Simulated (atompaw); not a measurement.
An all-electron radial function and its pseudo partner (calcium (Ca))

Columns: radius, all-electron u(r) and pseudo u(r) of the 3d shell (level -2.13 eV) of calcium in the configuration [Ne] 3s2 3p6 3d0 4s2 4p0; LDA (PW92), scalar-relativistic, PAW (atompaw) scheme, atompaw 4.2.0.5.

| r (bohr) | all-electron | pseudo |
| --- | --- | --- |
| 0.115 | 0.0233 | 0.0003 |
| 0.231 | 0.1050 | 0.0027 |
| 0.346 | 0.2128 | 0.0090 |
| 0.462 | 0.3213 | 0.0208 |
| 0.577 | 0.4149 | 0.0390 |
| 0.692 | 0.4899 | 0.0641 |
| 0.808 | 0.5464 | 0.0965 |
| 0.923 | 0.5853 | 0.1347 |
| 1.038 | 0.6099 | 0.1779 |
| 1.154 | 0.6231 | 0.2249 |
| 1.269 | 0.6274 | 0.2728 |
| 1.385 | 0.6250 | 0.3204 |
| 1.500 | 0.6178 | 0.3647 |
| 1.615 | 0.6070 | 0.4045 |
| 1.731 | 0.5935 | 0.4383 |
| 1.846 | 0.5785 | 0.4646 |
| 1.962 | 0.5621 | 0.4833 |
| 2.077 | 0.5453 | 0.4940 |
| 2.192 | 0.5281 | 0.4974 |
| 2.308 | 0.5108 | 0.4944 |
| 2.423 | 0.4937 | 0.4862 |
| 2.538 | 0.4770 | 0.4742 |
| 2.654 | 0.4604 | 0.4598 |
| 2.769 | 0.4444 | 0.4444 |
| 2.885 | 0.4287 | 0.4287 |
| 3.000 | 0.4135 | 0.4135 |

Q: How many radial nodes do the two functions have?

A: The all-electron 3d function has n − l − 1 = 0; the pseudo-wave has 0.

Q: Is the pseudo-wave norm-conserving?

A: No, it belongs to a PAW set: the norm inside the radius is not constrained, and the difference is carried by the augmentation charge.
